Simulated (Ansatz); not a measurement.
Sn4H2. The state is a singlet with charge 0. Geometry PBE0-D4/def2-SVP.

```
atom   x (Å)   y (Å)   z (Å)
 Sn1  -0.511   0.735   1.759
 Sn2   2.088   0.091   0.565
 Sn3  -1.634  -1.417   0.115
 Sn4   0.103   0.157  -1.383
  H5  -0.321   1.502  -2.374
  H6   0.275  -1.068   1.318
```

In the def2 sets Sn takes a core potential; there is no spin–orbit coupling. Another isomer (singlet) lies 0.08 eV lower at PBE0-D4/def2-TZVP; other spin states weren't run for this one.

Question: Estimate the orbital energies around the gap (eV) in Ansatz with LDA (SPW92)/def2-TZVP, PBE-D4/def2-TZVP, r2SCAN-D4/def2-TZVP, PBE0-D4/def2-SVP, PBE0-D4/def2-TZVP.

Answer: 
```tsv
orbital	LDA (SPW92)/def2-TZVP	PBE-D4/def2-TZVP	r2SCAN-D4/def2-TZVP	PBE0-D4/def2-SVP	PBE0-D4/def2-TZVP
HOMO−5	-9.57	-9.27	-9.55	-10.38	-10.36
HOMO−4	-7.60	-7.45	-7.75	-8.42	-8.39
HOMO−3	-6.92	-6.76	-7.04	-7.75	-7.73
HOMO−2	-5.33	-5.13	-5.35	-5.91	-5.89
HOMO−1	-5.20	-5.00	-5.20	-5.71	-5.70
HOMO	-4.91	-4.72	-4.92	-5.47	-5.46
LUMO	-3.55	-3.29	-3.22	-2.64	-2.64
LUMO+1	-3.46	-3.22	-3.18	-2.61	-2.62
LUMO+2	-2.31	-2.09	-2.02	-1.48	-1.51
LUMO+3	-1.87	-1.67	-1.48	-0.94	-1.04
LUMO+4	-1.16	-0.99	-0.75	-0.16	-0.30
LUMO+5	-1.10	-0.93	-0.62	-0.07	-0.26
```
